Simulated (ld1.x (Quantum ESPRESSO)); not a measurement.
# Reading a pseudo-wave (titanium)

Columns: radius, all-electron u(r) and pseudo u(r) of the 4p shell (level -1.44 eV) of titanium in the configuration [Ar] 3d2 4s2 4p0; Wu–Cohen, scalar-relativistic, ultrasoft scheme, ld1.x (Quantum ESPRESSO) 7.5.

```csv
r (bohr),all-electron,pseudo
0.156,0.1074,0.0010
0.312,0.0390,0.0042
0.468,-0.0834,0.0098
0.624,-0.1639,0.0182
0.780,-0.1881,0.0299
0.936,-0.1682,0.0455
1.092,-0.1209,0.0652
1.248,-0.0595,0.0892
1.404,0.0071,0.1175
1.560,0.0735,0.1496
1.716,0.1365,0.1849
1.872,0.1944,0.2224
2.028,0.2468,0.2610
2.184,0.2933,0.2993
2.340,0.3341,0.3359
2.496,0.3695,0.3698
2.652,0.3996,0.3996
2.808,0.4248,0.4248
2.964,0.4452,0.4452
3.120,0.4614,0.4614
3.276,0.4736,0.4736
3.432,0.4821,0.4821
3.588,0.4873,0.4873
3.744,0.4895,0.4895
3.900,0.4888,0.4888
4.056,0.4857,0.4857
```

(1) How many radial nodes do the two functions have?

(2) At about which radius was the pseudo-wave matched?

(3) Where does each function peak?

(4) Is the pseudo-wave norm-conserving?

Answers

(1) The all-electron 4p function has n − l − 1 = 2; the pseudo-wave has 0, since the states of the same l below it are removed with the core.

(2) 2.70 bohr. The columns agree to 0.0005 from 2.50 bohr on; several derivatives are matched, so the curves merge somewhat inside the radius.

(3) Outermost all-electron maximum near 3.74 bohr, pseudo maximum near 3.74 bohr (to the table’s step).

(4) No, it belongs to an ultrasoft set: the norm inside the radius is not constrained, and the difference is carried by the augmentation charge.
